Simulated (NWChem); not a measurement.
CH3BeClO; SMILES C[O][Be][Cl]

```xyz
7

Be     0.0055    -0.1853     0.0030
Cl     0.0038    -2.0084     0.0059
O      0.0079     1.1954     0.0011
C     -0.0135     2.5840    -0.0035
H      0.7086     2.9833     0.7202
H      0.2445     2.9709    -0.9977
H     -1.0112     2.9557     0.2634
```
Atoms are numbered in this order, from 1.

Coordinates come from a B3LYP/6-31G* (spherical d) optimisation. B3LYP is NWChem's, with the RPA form of VWN correlation.

Task: Give the principal values of the shielding tensors (ppm) of Be1, Cl2, O3, C4 from B3LYP/6-31G* (spherical d), GIAO (NWChem), with their diamagnetic and paramagnetic parts as GIAO splits them.

Result: 
```json
[
 {"atom": "Be1", "σ11": "83.0", "σ22": "83.0", "σ33": "166.7", "isotropic": "110.9", "diamagnetic": "157.6", "paramagnetic": "-46.8"},
 {"atom": "Cl2", "σ11": "1025.8", "σ22": "1026.0", "σ33": "1148.1", "isotropic": "1066.6", "diamagnetic": "1148.8", "paramagnetic": "-82.1"},
 {"atom": "O3", "σ11": "280.6", "σ22": "280.7", "σ33": "385.9", "isotropic": "315.7", "diamagnetic": "378.8", "paramagnetic": "-63.1"},
 {"atom": "C4", "σ11": "112.6", "σ22": "112.7", "σ33": "188.4", "isotropic": "137.9", "diamagnetic": "247.9", "paramagnetic": "-110.0"}
]
```
